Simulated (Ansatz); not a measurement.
Steps of a relaxation of C₃H₆AlF, SMILES `C=C[CH2][AlH][F]` with RKS PBE0-D4/def2-TZVP.

```sh
$ ansatz run in.yaml --threads 4 --pin off --events-out ev --progress --plain --max-ram 10444MiB
```

```yaml
crystal:
  periodic: [false, false, false]
  atoms:
    - {symbol: C, position_ang: [-1.284468, 0.591157, -0.220276]}
    - {symbol: C, position_ang: [-0.675372, -0.473193, 0.412670]}
    - {symbol: C, position_ang: [0.447544, -1.247489, -0.134287]}
    - {symbol: Al, position_ang: [1.192725, 0.621125, 0.005708]}
    - {symbol: F, position_ang: [1.790357, 1.164671, 1.488603]}
    - {symbol: H, position_ang: [-1.191737, 0.746805, -1.308464]}
    - {symbol: H, position_ang: [-1.998566, 1.232755, 0.315796]}
    - {symbol: H, position_ang: [-0.866998, -0.584116, 1.497143]}
    - {symbol: H, position_ang: [0.808225, -2.084063, 0.483857]}
    - {symbol: H, position_ang: [0.387821, -1.490406, -1.212631]}
    - {symbol: H, position_ang: [1.455869, 1.465654, -1.307318]}
basis:
  gaussian: {orbitals: def2-TZVP}
hamiltonian: {xc: pbe0, dispersion: d4}
relax: {f_tol: 0.005, max_steps: 150}
```

Positions (Å) and forces (eV/Å) along the path, 11 of 11 steps:

```xyz
11
step=1 energy=-12517.1325 eV
C    -1.284    0.591   -0.220    0.136   -0.345    0.164
C    -0.675   -0.473    0.413   -0.264    0.439   -0.017
C     0.448   -1.247   -0.134   -0.011   -0.109   -0.076
Al    1.193    0.621    0.006    0.171    0.200    0.516
F     1.790    1.165    1.489   -0.291   -0.283   -0.698
H    -1.192    0.747   -1.308   -0.026   -0.093    0.569
H    -1.999    1.233    0.316    0.410   -0.368   -0.271
H    -0.867   -0.584    1.497    0.115    0.081   -0.572
H     0.808   -2.084    0.484   -0.230    0.461   -0.320
H     0.388   -1.490   -1.213    0.000    0.128    0.556
H     1.456    1.466   -1.307   -0.010   -0.111    0.150
11
step=2 energy=-12517.1807 eV
C    -1.281    0.578   -0.218    0.026   -0.049    0.043
C    -0.679   -0.474    0.410    0.026    0.197    0.036
C     0.445   -1.234   -0.135   -0.008   -0.048   -0.021
Al    1.183    0.626    0.003    0.133    0.056    0.398
F     1.778    1.151    1.479   -0.194   -0.155   -0.433
H    -1.181    0.736   -1.292   -0.027   -0.029    0.143
H    -1.981    1.215    0.314    0.087   -0.100   -0.085
H    -0.858   -0.574    1.484    0.006   -0.015   -0.163
H     0.798   -2.060    0.477   -0.048    0.116   -0.091
H     0.378   -1.478   -1.200    0.006    0.037    0.151
H     1.464    1.457   -1.302   -0.007   -0.011    0.022
11
step=3 energy=-12517.1878 eV
C    -1.271    0.583   -0.212   -0.059   -0.057   -0.020
C    -0.668   -0.462    0.413   -0.053   -0.060   -0.013
C     0.446   -1.229   -0.135    0.003    0.054    0.020
Al    1.192    0.621    0.001    0.028    0.023    0.099
F     1.757    1.150    1.470   -0.014   -0.031   -0.074
H    -1.186    0.729   -1.284    0.038    0.032   -0.031
H    -1.983    1.204    0.313   -0.004    0.043    0.025
H    -0.859   -0.578    1.478    0.029    0.017    0.033
H     0.792   -2.055    0.472    0.022   -0.028    0.024
H     0.373   -1.471   -1.194    0.001   -0.002   -0.041
H     1.472    1.452   -1.300    0.009    0.007   -0.023
11
step=4 energy=-12517.1888 eV
C    -1.279    0.576   -0.214    0.026    0.018    0.003
C    -0.673   -0.467    0.413   -0.018    0.003   -0.011
C     0.445   -1.229   -0.134    0.013    0.015    0.002
Al    1.186    0.621    0.001    0.014   -0.014    0.006
F     1.758    1.146    1.465    0.007    0.007    0.010
H    -1.174    0.738   -1.283   -0.020   -0.012   -0.008
H    -1.981    1.208    0.314   -0.016    0.003    0.000
H    -0.858   -0.576    1.480   -0.006   -0.007    0.013
H     0.797   -2.053    0.473    0.005   -0.014    0.008
H     0.375   -1.471   -1.194   -0.003   -0.005   -0.016
H     1.469    1.451   -1.301   -0.002    0.006   -0.008
11
step=5 energy=-12517.1890 eV
C    -1.282    0.575   -0.216    0.010    0.017    0.003
C    -0.673   -0.465    0.413   -0.010    0.002   -0.004
C     0.446   -1.226   -0.134    0.004    0.000   -0.003
Al    1.190    0.622    0.004    0.012   -0.020   -0.024
F     1.767    1.141    1.468    0.004    0.015    0.019
H    -1.183    0.731   -1.286   -0.002   -0.004   -0.005
H    -1.984    1.207    0.310   -0.013   -0.001    0.003
H    -0.857   -0.573    1.480   -0.004   -0.001    0.010
H     0.797   -2.052    0.473    0.003   -0.008    0.005
H     0.375   -1.468   -1.194    0.001   -0.003   -0.007
H     1.470    1.452   -1.299   -0.006    0.004    0.004
11
step=6 energy=-12517.1891 eV
C    -1.281    0.576   -0.216   -0.005   -0.007    0.002
C    -0.673   -0.465    0.412   -0.011    0.013    0.001
C     0.446   -1.227   -0.134    0.006    0.000   -0.005
Al    1.193    0.620    0.004    0.005   -0.007   -0.006
F     1.768    1.142    1.468    0.001    0.003    0.000
H    -1.183    0.731   -1.286    0.004    0.000    0.001
H    -1.986    1.207    0.310    0.001   -0.001    0.002
H    -0.857   -0.573    1.480   -0.001    0.000    0.000
H     0.795   -2.053    0.474    0.000    0.000   -0.001
H     0.375   -1.469   -1.194    0.001   -0.001    0.002
H     1.468    1.454   -1.298    0.000    0.000    0.004
11
step=7 energy=-12517.1892 eV
C    -1.282    0.576   -0.216   -0.005   -0.009    0.002
C    -0.673   -0.465    0.412   -0.009    0.012    0.002
C     0.446   -1.227   -0.134    0.007    0.002   -0.004
Al    1.195    0.619    0.004    0.001   -0.007   -0.003
F     1.770    1.142    1.468    0.001    0.002    0.000
H    -1.184    0.731   -1.286    0.004    0.001    0.000
H    -1.987    1.206    0.310    0.002   -0.001    0.001
H    -0.858   -0.573    1.480    0.000    0.000   -0.001
H     0.795   -2.053    0.474    0.000    0.001   -0.001
H     0.375   -1.469   -1.194    0.000   -0.002    0.002
H     1.468    1.454   -1.298    0.000    0.001    0.002
11
step=8 energy=-12517.1892 eV
C    -1.285    0.575   -0.216   -0.001   -0.007   -0.001
C    -0.674   -0.463    0.412   -0.006    0.003    0.006
C     0.447   -1.225   -0.133    0.002   -0.007   -0.003
Al    1.199    0.617    0.004    0.004    0.010    0.002
F     1.775    1.141    1.467   -0.001   -0.002   -0.002
H    -1.184    0.732   -1.286    0.001    0.002    0.001
H    -1.992    1.204    0.309    0.003   -0.001   -0.001
H    -0.860   -0.573    1.480    0.001    0.000   -0.004
H     0.795   -2.052    0.474   -0.002    0.002   -0.001
H     0.375   -1.469   -1.193   -0.002   -0.002    0.003
H     1.468    1.456   -1.296    0.001    0.001    0.000
11
step=9 energy=-12517.1892 eV rejected
C    -1.286    0.574   -0.217    0.003    0.005   -0.003
C    -0.675   -0.463    0.412    0.007   -0.003    0.004
C     0.447   -1.225   -0.133    0.006    0.015    0.000
Al    1.202    0.617    0.004   -0.011   -0.015    0.000
F     1.778    1.141    1.467   -0.001   -0.002    0.000
H    -1.184    0.731   -1.287   -0.001    0.000    0.000
H    -1.993    1.203    0.308   -0.001   -0.001   -0.001
H    -0.861   -0.573    1.480    0.001    0.000   -0.001
H     0.794   -2.052    0.475    0.000    0.001    0.001
H     0.374   -1.470   -1.193   -0.001   -0.001    0.001
H     1.469    1.458   -1.295    0.000    0.000    0.000
11
step=10 energy=-12517.1892 eV
C    -1.285    0.575   -0.217    0.000   -0.004    0.000
C    -0.674   -0.463    0.412   -0.001    0.004    0.003
C     0.447   -1.225   -0.133    0.001   -0.004   -0.003
Al    1.200    0.617    0.004    0.002    0.007    0.000
F     1.775    1.140    1.467    0.000   -0.001   -0.001
H    -1.184    0.732   -1.287    0.001    0.001    0.001
H    -1.992    1.204    0.308    0.001   -0.001   -0.001
H    -0.859   -0.572    1.480   -0.001   -0.001   -0.001
H     0.795   -2.051    0.475   -0.002    0.001    0.000
H     0.374   -1.469   -1.193   -0.001   -0.002    0.001
H     1.468    1.457   -1.296    0.000    0.000    0.001
11
step=11 energy=-12517.1892 eV
C    -1.286    0.574   -0.217    0.000    0.000    0.000
C    -0.674   -0.463    0.413    0.001   -0.002    0.000
C     0.447   -1.225   -0.133    0.001    0.003   -0.001
Al    1.201    0.617    0.003    0.000    0.000   -0.002
F     1.777    1.139    1.467    0.000    0.000    0.000
H    -1.184    0.731   -1.287    0.000    0.000    0.000
H    -1.993    1.203    0.308    0.000    0.000    0.000
H    -0.859   -0.572    1.480    0.000    0.000    0.001
H     0.795   -2.051    0.475    0.000    0.000    0.001
H     0.373   -1.470   -1.192    0.000    0.000    0.000
H     1.468    1.459   -1.295    0.000   -0.001    0.001
```

Run time 13 s (4 threads of an AMD EPYC 9R45 on a shared host); peak host memory 0.51 GiB.
